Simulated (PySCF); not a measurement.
A GIAO shielding run with PySCF 2.14.0 with density-fitted response routines (density fitting, non-relativistic, gas phase) on SMILES C[Si@](N)(P)CC[SiH3], C₃H₁₄NPSi₂:

```
$ OMP_NUM_THREADS=1 python probes_run.py task.json out

{"job": {"kind": "nmr", "xc": "PBE0", "basis": "pcSseg-1"}, "charge": 0, "multiplicity": 1}
C     -2.351377    -1.393058     0.722300
Si    -1.182590     0.040509     0.260455
N     -1.366189     1.220225     1.518057
P     -1.601108     0.915336    -1.798989
C      0.656309    -0.474811     0.247966
C      1.546879     0.614809    -0.343459
Si     3.371509     0.095753    -0.452475
H     -2.209875    -1.685852     1.756480
H     -3.389524    -1.102566     0.596685
H     -2.175177    -2.263186     0.098433
H     -2.295814     1.527180     1.756859
H     -0.744825     2.013782     1.517176
H     -1.232471    -0.224883    -2.491208
H     -2.936163     0.555636    -1.817063
H      0.778031    -1.390961    -0.331819
H      0.979006    -0.702198     1.263399
H      1.455753     1.518807     0.261887
H      1.173790     0.876687    -1.338671
H      4.166239     1.199961    -0.992837
H      3.853915    -0.247368     0.887941
H      3.494759    -1.076858    -1.321588
```

Hardware: 1 thread of an Arm Neoverse N1, shared host. The job also computes population analyses, field gradients.

**Question.** How large is the calculation?

**Answer.** 82 electrons, 210 basis functions and 1156 auxiliary functions.

**Question.** How long does it take, and how much memory does it need?

**Answer.** 74 s of wall time, with 12 SCF cycles and 4 response iterations; peak memory 0.95 GiB. Times on a shared host scatter by some tens of per cent.
